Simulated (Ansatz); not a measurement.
Gas-phase reaction in SMILES: O[SiH]O -> O[SiH-]O (an electron is taken up)
Each molecule is optimised on its own at B3LYP-D3(BJ)/def2-TZVP (Ansatz, a quantum-chemistry and plane-wave program), one conformer each, not searched for the lowest.
Geometry of the first species:
```
Si
O 1 1.6506
H 2 0.9635 1 119.46
O 1 1.6548 2 112.78 3 -55.45
H 4 0.9614 1 118.32 2 -59.72
H 1 1.4914 2 111.35 3 59.95
```
Charge 0, spin multiplicity 2.

Wanted: adiabatic electron affinity (electronic energy difference), positive where the reaction releases energy, in eV. Valence correlation only, unless marked. Open shells are spin-unrestricted. Spin-orbit coupling is left out. Non-relativistic unless marked X2C. Anions need diffuse functions: aug- sets have them; def2-D sets add few; the other sets have none. CBS marks a two-point X^-3 extrapolation of the correlation energy; Hartree-Fock from the larger set.

```tsv
level	program	adiabatic electron affinity (eV)
BLYP-D3(BJ)/def2-TZVPD	Ansatz + dftd3	?
r2SCAN-D3(BJ)/def2-TZVPD	Ansatz + dftd3	0.83
PBE0-D4/def2-TZVPD	Ansatz + dftd4	0.94
PBE0/def2-QZVPP	Ansatz	?
LC-wPBE-D3(BJ)/def2-TZVPD	Ansatz + dftd3	?
B2PLYP-D3(BJ)/def2-TZVPD	Ansatz + dftd3	0.97
SCS-MP2/6-31G	Ansatz	0.86
SCS-MP2/6-31G*	Ansatz	0.30
SCS-MP2/aug-cc-pV(D+d)Z	Ansatz	1.03
SCS-MP2/cc-pV(D+d)Z	Ansatz	0.39
SCS-MP2/cc-pwCVTZ	Ansatz	0.66
CCSD/6-31G	Ansatz	0.91
CCSD/aug-cc-pV(D+d)Z	Ansatz	1.09
X2C-CCSD(T)/cc-pVTZ-DK	Ansatz	0.83
CCSD(T)/CBS(aug-cc-pV(T+d)Z,aug-cc-pV(Q+d)Z)	Ansatz	?
```

### Question
Complete the blanks.

### Answer

- BLYP-D3(BJ)/def2-TZVPD, adiabatic electron affinity (eV): 1.05
- PBE0/def2-QZVPP, adiabatic electron affinity (eV): 0.87
- LC-wPBE-D3(BJ)/def2-TZVPD, adiabatic electron affinity (eV): 0.90
- CCSD(T)/CBS(aug-cc-pV(T+d)Z,aug-cc-pV(Q+d)Z), adiabatic electron affinity (eV): 1.08
